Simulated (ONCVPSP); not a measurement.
**Os (Z = 76): one change to an ONCV potential, before and after**

osmium (Os), optimised norm-conserving Vanderbilt (ONCV), made with ONCVPSP 4.0.1 (PBE, fully relativistic). Core [Kr] 4d10 4f14, reference 5s2 5p6 5d6 6s0.5 (charge +1.5). Waves: 5s+6s: rc 1.75 bohr, ncon 3, nbas 7, qcut 7.5 1/bohr, 2 projectors; 5p: rc 1.80 bohr, ncon 3, nbas 6, qcut 9.1 1/bohr, 2 projectors, debl 1 Ha; 5d: rc 1.70 bohr, ncon 4, nbas 8, qcut 6.3 1/bohr, 1 projector. Local part: polynomial inside 1.65 bohr (lpopt 3, dvloc0 1 Ha). Core correction: Teter function, fcfact 2.75, rcfact 1.75.

Open shells are filled in proportion to 2j + 1.

In the p channel the program set the typed energies aside and used -2.204, 0.250 Ha (j = l + 1/2; the other j can differ).

All-electron outer shells of the reference configuration (PBE, scalar-relativistic, ld1.x):

| shell | level (eV) | outermost node (bohr) | outermost maximum (bohr) |
| --- | --- | --- | --- |
| 5s | -104.03 | 0.51 | 0.91 |
| 4f | -64.44 | – | 0.40 |
| 5p | -63.36 | 0.55 | 1.03 |
| 5d | -18.43 | 0.60 | 1.34 |
| 6s | -16.90 | 1.20 | 2.36 |

Change: functional PBEsol. In the p channel the program set the typed energies aside and used -2.205, 0.250 Ha (j = l + 1/2; the other j can differ).

Cutoffs: the cutoffs (Ha) at which the residual kinetic energy of the hardest occupied pseudo-wave falls to 1 and 0.1 mHa per electron; they do not see the model core or the augmentation charge, which bear on the density cutoff. Errors are all-electron minus pseudo energies relative to the spin-unpolarised reference configuration.

**Question.** How do hardness, ghosts and transferability respond?

**Answer.** The potential gets neither clearly harder nor softer (21 Ha and 27 Ha → 21 Ha and 27 Ha); of the 4 tests that both files solve, the error grows in 0 and shrinks in 3 by more than 15 % and 0.3 meV (median size 2.4 → 1.3 meV); neither file shows a bound ghost.

```tsv
quantity	base	changed
cutoff, loose	21 Ha	21 Ha
cutoff, tight	27 Ha	27 Ha
loose cutoff by channel	s 18 Ha, p 21 Ha, d 17 Ha	s 18 Ha, p 21 Ha, d 17 Ha
bound ghosts	none	none
GHOST(+) flags under 300 eV	none	none
error for 5s2 5p6 5d6 6s2, meV [ΔE -17.09 → -17.15 eV]	-13	-7.2
error for 5s2 5p6 5d6 6s1, meV [ΔE -7.50 → -7.52 eV]	-2.1	-1.1
error for 5s2 5p6 5d6 6s0, meV [ΔE 9.42 → 9.42 eV]	-2.7	-1.4
error for 5s2 5p6 5d6 6s0 6p2, meV [ΔE -6.74 → -6.71 eV]	-0.6	-0.7
s: phases at 1.78 bohr within 0.05 rad from the reference energy up to (Ha; the scan ends near 5)	to the end of the scan	to the end of the scan
p3/2: phases at 1.82 bohr within 0.05 rad from the reference energy up to (Ha; the scan ends near 5)	to the end of the scan	to the end of the scan
p1/2: phases at 1.82 bohr within 0.05 rad from the reference energy up to (Ha; the scan ends near 5)	to the end of the scan	to the end of the scan
d5/2: phases at 1.73 bohr within 0.05 rad from the reference energy up to (Ha; the scan ends near 5)	to the end of the scan	to the end of the scan
d3/2: phases at 1.73 bohr within 0.05 rad from the reference energy up to (Ha; the scan ends near 5)	3.6	3.6
rms error of d²Exc/dni dnj with the model core, mHa	2.56	3.13
```

Base: These tests converged, but a pseudo level misses the all-electron one widely, so the file describes the atom poorly there or has found another state: 5s2 5p6 5d6 6s0 6p2: empty 6s by 12.5 eV. Changed file: These tests converged, but a pseudo level misses the all-electron one widely, so the file describes the atom poorly there or has found another state: 5s2 5p6 5d6 6s0 6p2: empty 6s by 12.4 eV.
